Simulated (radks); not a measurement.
The numbers below are computed, except where a source is named.
Ionisation of the cadmium ion Cd23+, [Ar] 3d7, to Cd24+, [Ar] 3d6, under several functionals. Scalar-relativistic Kohn-Sham, spin-polarised, spherical densities, point nucleus; open shells are filled with parallel spins first (spin-orbit coupling, left out, can overturn this in heavy ions); a radial shooting solver on a logarithmic mesh with Libxc functionals.

[
 {"functional": "LDA (Slater exchange, VWN5 correlation)", "E(Cd23+) (hartree)": "-5307.44737", "Exc (hartree)": "-121.65029", "IE (eV)": "1167.4", "-e(HOMO) (eV)": "1133.2", "<r> HOMO (bohr)": "0.3108", "IE error (eV)": "+0.4"},
 {"functional": "AM05", "E(Cd23+) (hartree)": "-5307.96333", "Exc (hartree)": "-122.17746", "IE (eV)": "1166.9", "-e(HOMO) (eV)": "1132.9", "<r> HOMO (bohr)": "0.3108", "IE error (eV)": "-0.1"},
 {"functional": "HCTH/407", "E(Cd23+) (hartree)": "-5315.14952", "Exc (hartree)": "-129.50790", "IE (eV)": "1171.2", "-e(HOMO) (eV)": "1137.3", "<r> HOMO (bohr)": "0.3103", "IE error (eV)": "+4.2"},
 {"functional": "OLYP", "E(Cd23+) (hartree)": "-5314.48523", "Exc (hartree)": "-128.80101", "IE (eV)": "1169.0", "-e(HOMO) (eV)": "1135.1", "<r> HOMO (bohr)": "0.3106", "IE error (eV)": "+2.0"},
 {"functional": "exchange-only LDA", "E(Cd23+) (hartree)": "-5304.59344", "Exc (hartree)": "-118.78108", "IE (eV)": "1164.0", "-e(HOMO) (eV)": "1130.0", "<r> HOMO (bohr)": "0.3109", "IE error (eV)": "-3.0"},
 {"functional": "exchange-only PBE", "E(Cd23+) (hartree)": "-5311.35960", "Exc (hartree)": "-125.59430", "IE (eV)": "1164.7", "-e(HOMO) (eV)": "1130.7", "<r> HOMO (bohr)": "0.3111", "IE error (eV)": "-2.3"},
 {"functional": "PBE", "E(Cd23+) (hartree)": "-5312.69871", "Exc (hartree)": "-126.94316", "IE (eV)": "1166.9", "-e(HOMO) (eV)": "1132.9", "<r> HOMO (bohr)": "0.3110", "IE error (eV)": "-0.1"},
 {"functional": "PW91", "E(Cd23+) (hartree)": "-5313.40578", "Exc (hartree)": "-127.65550", "IE (eV)": "1167.4", "-e(HOMO) (eV)": "1133.3", "<r> HOMO (bohr)": "0.3109", "IE error (eV)": "+0.4"},
 {"functional": "PBEsol", "E(Cd23+) (hartree)": "-5310.17238", "Exc (hartree)": "-124.39967", "IE (eV)": "1166.8", "-e(HOMO) (eV)": "1132.7", "<r> HOMO (bohr)": "0.3109", "IE error (eV)": "-0.2"},
 {"functional": "SOGGA", "E(Cd23+) (hartree)": "-5309.92899", "Exc (hartree)": "-124.15490", "IE (eV)": "1166.6", "-e(HOMO) (eV)": "1132.5", "<r> HOMO (bohr)": "0.3109", "IE error (eV)": "-0.4"}
]

NIST Atomic Spectra Database: 1167 eV (theoretical). Closest: PBE. The Delta-SCF values span 7.15 eV, the total energies 10.56 hartree. The highest occupied level is 3d. Open shells are spherical and high-spin; term and fine-structure splittings are not resolved.
